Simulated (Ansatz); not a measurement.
Task: Name a neutral molecule of B, C, Si and H with size of the dipole moment (PBE/def2-TZVPP) between 0.85 and 1.15 D and size of the dipole moment (ωB97M-V/def2-TZVPP) between 0.65 and 0.95 D (Ansatz, PBE0-D4/def2-TZVP geometry).

Result: `[SiH3][SiH]1CBC1` (0.92 D, 0.88 D); `B1C[SiH2]1` (0.95 D, 0.89 D); `BC[SiH3]` (1.02 D, 0.92 D); `BBC[SiH3]` (0.97 D, 0.90 D); `BC(B)[SiH3]` (1.09 D, 0.94 D); `B1CC[SiH2]1` (0.94 D, 0.79 D). Other molecules can fit too; these were computed, each in one conformer that needn't be the lowest.
